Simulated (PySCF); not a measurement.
Mg(Me)(OSiH3) (CH₆MgOSi), SMILES [CH3][Mg][O][SiH3]. Atoms are numbered in the order given.

```xyz
10

Mg     0.0000     0.0000     1.1881
C      0.0000     0.0000     3.2681
H      0.5767    -0.8469     3.6764
H     -1.0218    -0.0760     3.6764
H      0.4451     0.9229     3.6764
O      0.0000     0.0000    -0.6184
Si     0.0000     0.0000    -2.2524
H     -0.8903    -1.0744    -2.8050
H      1.3756    -0.2339    -2.8050
H     -0.4853     1.3083    -2.8050
```

Geometry optimised at PBE0-D3(BJ)/def2-SVP. The structure was generated by enumeration; whether it is a known compound was not checked. The values are those of a single conformer.

Two levels are set side by side: PBE/pcSseg-1 (PySCF) and PBE0/pcSseg-1 (PySCF). GIAO shifts against H2O (¹⁷O), TMS (²⁹Si), TMS (¹H), TMS (¹³C) at the same level; non-relativistic, no solvent, atoms listed together averaged. Differences are taken from unrounded values.

```
quantity                     PBE0
--------------------------  -----
δ(¹³C) of C2 (ppm)          -26.3
δ(¹H) of H3, H4, H5 (ppm)   -0.52
δ(¹⁷O) of O6 (ppm)           -6.5
δ(²⁹Si) of Si7 (ppm)        -46.4
δ(¹H) of H8, H9, H10 (ppm)   5.38
```

Q: What does PBE give, and how far is it from PBE0? (An estimate is asked for; the answer gives what the named calculation found.)

A: 
```tsv
quantity	PBE	PBE minus PBE0
δ(¹³C) of C2 (ppm)	-26.8	-0.6
δ(¹H) of H3, H4, H5 (ppm)	-0.49	0.03
δ(¹⁷O) of O6 (ppm)	5.0	11.5
δ(²⁹Si) of Si7 (ppm)	-48.0	-1.6
δ(¹H) of H8, H9, H10 (ppm)	5.67	0.28
```

Rough cost on one machine, each run with all the roots and properties that it gave: PBE0 against PBE within a factor of 2.
